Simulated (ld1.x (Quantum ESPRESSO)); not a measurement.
# Te (Z = 52), TM: configuration errors across variants

Te (Z = 52), norm-conserving Troullier–Martins (Kleinman–Bylander form), made with ld1.x (Quantum ESPRESSO) 7.5 (PBE, scalar-relativistic). Core [Kr], reference 4d10 5s2 5p4. Waves: 5p (bound): rc 2.00 bohr; 4d (bound): rc 1.10 bohr; 4f channel at -0.1 Ry: rc 2.10 bohr; 5s (bound): rc 1.80 bohr. Local part: the s channel. Core correction: none.

All-electron excitation energies from the reference (eV): (1) 4d10 5s2 5p3 9.729; (2) 4d10 5s2 5p2 27.653; (3) 4d10 5s2 5p1 54.551; (4) 4d10 5s2 5p0 91.034; (5) 4d10 5s2 5p4.3 -1.469; (6) 4d10 5s0 5p6 18.701; (7) 4d9 5s2 5p4 49.254.

A true bound ghost makes a file unfit for plane-wave use even where its test errors are small: the radial tests pick states by their node count and pass the ghost by.

Errors AE − PS in meV (a dash: test not solved or not reliable):

```csv
change,(1),(2),(3),(4),(5),(6),(7),bound ghosts
base,-0.9,+1.0,+9.9,+35,+0.5,-4.6,-396,none
"all radii scaled by about 0.85 (s 1.52, p 1.70, d 0.94, f 1.78 bohr)",-0.5,+2.9,+16,+48,+0.5,+3.4,-271,none
"all radii scaled by about 1.09 (s 1.96, p 2.18, d 1.20, f 2.30 bohr)",-0.9,+1.3,+11,+38,+0.5,-7.2,-391,none
"all radii scaled by about 1.18 (s 2.12, p 2.36, d 1.30, f 2.48 bohr)",-0.7,+2.2,+13,+41,+0.5,-11,-352,none
"all radii scaled by about 1.25 (s 2.24, p 2.50, d 1.36, f 2.62 bohr)",-0.4,+2.7,+12,+30,+0.6,-12,-304,none
"all radii scaled by about 1.37 (s 2.46, p 2.74, d 1.50, f 2.88 bohr)",+0.5,+6.7,+19,+36,+0.6,-34,-185,none
```

**Question.** Give the same row for: all radii scaled by about 0.75 (s 1.36, p 1.50, d 0.82, f 1.58 bohr).

**Answer.** -0.9, +4.9, +38, +145, +0.4, -14, +27; bound ghosts: p.
